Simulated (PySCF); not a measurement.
**The third ionisation energy along group 12**

Calculated with PySCF 2.14 from differences of total energies of unrestricted determinants, without spin-orbit coupling. Values in eV. The last column holds reference values (NIST; (s) semi-empirical, (t) theoretical, else measured). Unmarked ones compare directly (S terms, centres of terms, or small fine structure); those marked * lie between the lowest fine-structure levels and include a spin-orbit shift.

| element | configurations | LDA | PBE | PBE0 | r2SCAN | MP2 (valence) | SCS-MP2 (valence) | reference |
| --- | --- | --- | --- | --- | --- | --- | --- | --- |
| Zn (aug-cc-pVTZ-PP with one added diffuse shell each of s, p, d, f, g type with ECP10MDF, ECP) | [Ar] 3d10 → [Ar] 3d9 | 40.764 | 40.011 | 39.582 | 39.414 | 40.092 | 39.732 | 39.723 * |
| Cd (aug-cc-pVTZ-PP with one added diffuse shell each of s, p, d, f, g type with ECP28MDF, ECP) | [Kr] 4d10 → [Kr] 4d9 | 38.008 | 37.589 | 37.493 | 37.474 | 37.919 | 37.701 | 37.468 ± 0.006 * |
| Hg (aug-cc-pVTZ-PP with one added diffuse shell each of s, p, d, f, g type with ECP60MDF, ECP) | [Xe] 4f14 5d10 → [Xe] 4f14 5d9 | 35.642 | 35.254 | 35.141 | 35.123 | 35.372 | 35.198 | 34.49 ± 0.05 * |

"Valence" correlates the outer s and p shells and, in groups 3 to 12 and the f block, the outer d or f shell, open or full, or the next shell where the ion has no valence electron left; the wider scheme adds the next inner shell.
